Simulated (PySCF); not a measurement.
Correlation energy of V²⁺ (vanadium, charge +2)

[Ar] 3d2 4p1, one real determinant (an excited configuration). Computed with PySCF 2.14 in ANO-RCC-VTZP, with the spin-free X2C one-electron Hamiltonian (Gaussian nucleus). Frozen: [Ne]; 11 electrons correlated.

MP2 pair energies summed by pair of shells (mhartree):

```json
{"pair": "3p-3p", "energy": "-131.10", "share (%)": "45.1"}
{"pair": "3p-3d", "energy": "-78.76", "share (%)": "27.1"}
{"pair": "3s-3p", "energy": "-39.06", "share (%)": "13.4"}
{"pair": "3s-3d", "energy": "-12.94", "share (%)": "4.4"}
{"pair": "3p-4p", "energy": "-12.15", "share (%)": "4.2"}
{"pair": "3s-3s", "energy": "-6.94", "share (%)": "2.4"}
{"pair": "3d-3d", "energy": "-4.52", "share (%)": "1.6"}
{"pair": "3d-4p", "energy": "-4.52", "share (%)": "1.6"}
{"pair": "3s-4p", "energy": "-0.88", "share (%)": "0.3"}
```

Total MP2 correlation energy: -290.86 mhartree.

Same-spin part -80.61 and opposite-spin part -210.25 mhartree; SCS-MP2 scales them by 1/3 and 6/5 to -279.17 mhartree.

The reference is one real determinant that mixes LS terms of this configuration.
